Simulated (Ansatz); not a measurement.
Born–Oppenheimer molecular dynamics of AlCl3FH3OZr (10 atoms, charge 0, multiplicity 1). It starts at the highest image of a converged band. Of that band: A vibrational analysis at the climbing image gives 2 clearly imaginary modes (1178i, 47i cm⁻¹): a point of higher order. A lower path may pass nearby, or the ends, which weren't checked, may share the extra mode.

These are results of RHF/def2-SVP in Ansatz, not measurements.

* ensemble: NVE (velocity Verlet)
* time step: 0.5 fs
* steps asked: 200
* starting velocities drawn for: 100 K
* seed: 2610

Frames 5 fs apart, positions in Å, forces in eV/Å.

Velocities at 30 fs (Å/ps):

```
Zr 0.57 -2.19 -0.65
Cl 0.10 3.27 1.70
Cl 0.42 0.43 2.10
F -0.29 0.37 0.72
Cl -2.56 1.95 -1.71
O -1.63 -1.45 -7.11
Al 1.40 0.35 1.03
H -14.17 -7.42 6.03
H 13.03 5.45 14.07
H 15.03 8.23 36.95
```

```xyz
10
Properties=species:S:1:pos:R:3:forces:R:3 time_fs=30 energy_less_start_eV=-0.155 T=250
Zr 0.136 -0.360 -0.142 -0.18 -0.52 -0.10
Cl 0.966 0.279 2.489 0.14 1.01 0.59
Cl 2.052 0.716 -1.106 -0.16 -0.11 0.13
F -1.319 0.850 0.195 0.44 -0.27 0.19
Cl -0.903 -1.598 -1.872 -0.11 -0.05 -0.39
O 0.506 -1.994 0.913 -0.13 0.28 -0.39
Al 0.507 -3.705 1.054 0.02 -0.18 -0.49
H 0.972 -4.620 -0.143 0.02 0.17 0.04
H 0.069 -4.342 2.404 -0.08 0.04 0.33
H 1.042 -0.988 2.522 0.03 -0.36 0.09
10
Properties=species:S:1:pos:R:3:forces:R:3 time_fs=35 energy_less_start_eV=-0.203 T=296
Zr 0.138 -0.371 -0.146 -0.41 -0.22 -0.18
Cl 0.967 0.298 2.500 0.20 0.07 0.65
Cl 2.054 0.718 -1.095 -0.10 -0.10 0.11
F -1.317 0.850 0.199 0.56 -0.37 0.20
Cl -0.916 -1.588 -1.882 -0.11 -0.04 -0.43
O 0.498 -1.999 0.875 -0.01 0.11 -0.16
Al 0.513 -3.704 1.058 -0.25 -0.22 0.31
H 0.908 -4.645 -0.118 0.10 -0.02 -0.17
H 0.132 -4.301 2.492 0.11 0.25 -0.24
H 1.119 -0.967 2.714 -0.08 0.54 -0.09
10
Properties=species:S:1:pos:R:3:forces:R:3 time_fs=40 energy_less_start_eV=-0.248 T=340
Zr 0.140 -0.383 -0.150 -0.51 0.06 -0.42
Cl 0.970 0.319 2.514 0.07 0.82 0.45
Cl 2.055 0.719 -1.083 -0.04 -0.09 0.09
F -1.309 0.846 0.207 0.52 -0.35 0.25
Cl -0.930 -1.579 -1.895 -0.12 -0.02 -0.46
O 0.488 -2.003 0.835 0.10 -0.21 0.12
Al 0.518 -3.705 1.065 -0.13 -0.06 0.10
H 0.864 -4.667 -0.125 0.03 0.04 0.01
H 0.216 -4.208 2.539 0.07 0.08 -0.15
H 1.183 -0.872 2.893 0.01 -0.29 0.01
10
Properties=species:S:1:pos:R:3:forces:R:3 time_fs=45 energy_less_start_eV=-0.254 T=346
Zr 0.140 -0.395 -0.155 -0.46 0.27 -0.69
Cl 0.972 0.344 2.533 0.18 0.20 0.67
Cl 2.056 0.719 -1.071 0.02 -0.07 0.07
F -1.294 0.837 0.217 0.35 -0.22 0.31
Cl -0.945 -1.570 -1.911 -0.11 0.01 -0.46
O 0.481 -2.010 0.796 0.17 -0.49 0.36
Al 0.522 -3.707 1.071 0.06 0.17 -0.41
H 0.826 -4.681 -0.130 -0.04 0.05 0.16
H 0.314 -4.098 2.560 -0.03 -0.20 0.29
H 1.242 -0.798 3.061 -0.13 0.29 -0.31
10
Properties=species:S:1:pos:R:3:forces:R:3 time_fs=50 energy_less_start_eV=-0.261 T=353
Zr 0.139 -0.407 -0.162 -0.31 0.28 -0.92
Cl 0.976 0.372 2.555 0.02 0.72 0.33
Cl 2.056 0.719 -1.058 0.04 -0.06 0.06
F -1.275 0.825 0.232 0.11 -0.05 0.38
Cl -0.961 -1.560 -1.930 -0.08 0.06 -0.41
O 0.476 -2.024 0.763 0.18 -0.46 0.48
Al 0.526 -3.707 1.076 0.06 0.16 0.38
H 0.781 -4.689 -0.104 -0.02 -0.18 -0.03
H 0.408 -4.028 2.626 0.00 -0.16 -0.22
H 1.279 -0.695 3.171 0.01 -0.31 -0.06
10
Properties=species:S:1:pos:R:3:forces:R:3 time_fs=55 energy_less_start_eV=-0.281 T=372
Zr 0.137 -0.417 -0.171 -0.13 0.10 -1.02
Cl 0.981 0.404 2.580 0.10 0.27 0.47
Cl 2.058 0.719 -1.045 0.05 -0.06 0.04
F -1.254 0.812 0.251 -0.11 0.12 0.44
Cl -0.977 -1.551 -1.951 -0.04 0.12 -0.33
O 0.473 -2.044 0.736 0.14 -0.06 0.44
Al 0.530 -3.706 1.083 0.17 -0.30 0.51
H 0.731 -4.732 -0.079 -0.05 -0.10 0.04
H 0.501 -3.997 2.651 -0.03 -0.14 -0.30
H 1.310 -0.637 3.251 -0.10 0.05 -0.28
10
Properties=species:S:1:pos:R:3:forces:R:3 time_fs=60 energy_less_start_eV=-0.316 T=406
Zr 0.135 -0.428 -0.183 -0.02 -0.13 -1.01
Cl 0.985 0.438 2.607 -0.01 0.41 0.21
Cl 2.059 0.718 -1.032 0.05 -0.07 0.03
F -1.234 0.802 0.276 -0.25 0.21 0.45
Cl -0.993 -1.540 -1.976 0.02 0.19 -0.23
O 0.472 -2.065 0.717 0.09 0.43 0.32
Al 0.537 -3.707 1.094 0.23 -0.81 -0.13
H 0.669 -4.795 -0.045 -0.07 0.12 0.14
H 0.586 -4.000 2.620 -0.04 -0.17 0.31
H 1.325 -0.589 3.278 0.00 -0.19 -0.09
10
Properties=species:S:1:pos:R:3:forces:R:3 time_fs=65 energy_less_start_eV=-0.366 T=453
Zr 0.132 -0.438 -0.197 -0.06 -0.18 -0.91
Cl 0.990 0.474 2.637 0.02 0.14 0.20
Cl 2.061 0.717 -1.018 0.05 -0.08 0.00
F -1.218 0.793 0.307 -0.24 0.17 0.40
Cl -1.009 -1.528 -2.001 0.07 0.23 -0.15
O 0.473 -2.080 0.702 0.09 0.53 0.31
Al 0.545 -3.716 1.104 0.18 -0.84 0.35
H 0.590 -4.837 0.015 -0.04 0.01 -0.11
H 0.661 -4.039 2.642 -0.04 0.02 0.04
H 1.337 -0.575 3.276 -0.03 -0.02 -0.14
10
Properties=species:S:1:pos:R:3:forces:R:3 time_fs=70 energy_less_start_eV=-0.407 T=493
Zr 0.130 -0.449 -0.214 -0.24 -0.06 -0.74
Cl 0.995 0.512 2.667 0.02 0.00 0.13
Cl 2.063 0.715 -1.004 0.06 -0.08 -0.02
F -1.205 0.787 0.343 -0.10 0.01 0.28
Cl -1.025 -1.515 -2.028 0.11 0.26 -0.08
O 0.476 -2.088 0.692 0.13 0.20 0.39
Al 0.555 -3.732 1.118 0.11 -0.57 0.62
H 0.500 -4.873 0.054 -0.02 0.02 -0.16
H 0.726 -4.074 2.672 -0.04 0.18 -0.31
H 1.344 -0.572 3.245 -0.02 0.04 -0.09
10
Properties=species:S:1:pos:R:3:forces:R:3 time_fs=75 energy_less_start_eV=-0.442 T=527
Zr 0.127 -0.461 -0.233 -0.45 0.03 -0.46
Cl 1.000 0.550 2.699 -0.02 0.05 0.00
Cl 2.065 0.712 -0.991 0.07 -0.09 -0.05
F -1.192 0.781 0.382 0.09 -0.20 0.11
Cl -1.040 -1.500 -2.055 0.14 0.26 -0.04
O 0.480 -2.093 0.688 0.15 -0.15 0.41
Al 0.565 -3.752 1.137 -0.11 -0.10 -0.26
H 0.407 -4.899 0.060 0.04 0.21 0.05
H 0.785 -4.071 2.649 0.06 0.06 0.20
H 1.349 -0.568 3.195 0.04 -0.08 0.03
10
Properties=species:S:1:pos:R:3:forces:R:3 time_fs=80 energy_less_start_eV=-0.452 T=537
Zr 0.122 -0.472 -0.253 -0.56 -0.01 -0.04
Cl 1.004 0.588 2.730 0.08 -0.30 0.08
Cl 2.068 0.709 -0.978 0.05 -0.11 -0.08
F -1.179 0.772 0.422 0.25 -0.41 -0.08
Cl -1.054 -1.483 -2.083 0.15 0.25 -0.02
O 0.486 -2.099 0.690 0.11 -0.23 0.30
Al 0.575 -3.774 1.153 -0.19 0.56 -0.30
H 0.323 -4.883 0.073 0.05 0.03 0.00
H 0.857 -4.052 2.663 0.09 -0.02 0.17
H 1.360 -0.569 3.149 -0.04 0.23 -0.04
10
Properties=species:S:1:pos:R:3:forces:R:3 time_fs=85 energy_less_start_eV=-0.436 T=521
Zr 0.117 -0.483 -0.274 -0.52 -0.19 0.39
Cl 1.010 0.625 2.762 -0.04 0.11 -0.08
Cl 2.071 0.706 -0.965 0.00 -0.13 -0.09
F -1.163 0.758 0.462 0.34 -0.54 -0.25
Cl -1.067 -1.465 -2.110 0.15 0.23 0.00
O 0.494 -2.109 0.696 0.01 -0.04 0.06
Al 0.583 -3.791 1.168 -0.06 0.95 0.26
H 0.250 -4.861 0.087 0.04 -0.16 -0.04
H 0.946 -4.037 2.705 -0.04 -0.02 -0.39
H 1.371 -0.541 3.101 0.11 -0.21 0.14
```

Of the whole run (100 fs, mean temperature of the second half 475 K): The conserved energy stayed within 0.0089 meV per atom of its start (net change 0.0015 meV per atom), so the integration is sound. The kinetic energy rose, since the run started high on the potential surface and went downhill. It ends in pieces (AlCl2FH2OZr + ClH), so much of that is their flight and rotation, not heat. A run of 0.1 ps of so small a system gives no equilibrium averages. The orbitals stay closed-shell, which can raise the energy where a bond breaks towards radicals; this wasn't checked here.

The run took 5.7 min on 4 threads of INTEL(R) XEON(R) PLATINUM 8581C CPU @ 2.10GHz (Emerald Rapids), with other jobs on the host, peak memory 0.48 GiB.
